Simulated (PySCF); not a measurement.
# Ni⁺: ionisation energy

Ni⁺ [Ar] 3d9 (2D) → Ni²⁺ [Ar] 3d8 (3F), as a difference of total energies. All numbers are calculated (PySCF 2.14, the spin-free X2C one-electron Hamiltonian (Gaussian nucleus), in jorge-DZP-DKH (8s6p2d1f, 43 functions)). Correlated levels: valence: [Ar] frozen. The calculations carry no spin-orbit coupling.

```tsv
method	ionisation energy (eV)	difference from reference (eV)
UHF	14.423	-3.746
MN15	18.277	+0.108
MP2 (valence)	16.734	-1.435
SCS-MP2 (valence)	16.506	-1.663
```

Reference: 18.169 eV (measured; NIST Atomic Spectra Database, ionization energies).

The reference lies between the lowest fine-structure levels, while these numbers refer to the centres of the terms.

Errors of the correlated levels include the incompleteness of this basis and the frozen core.
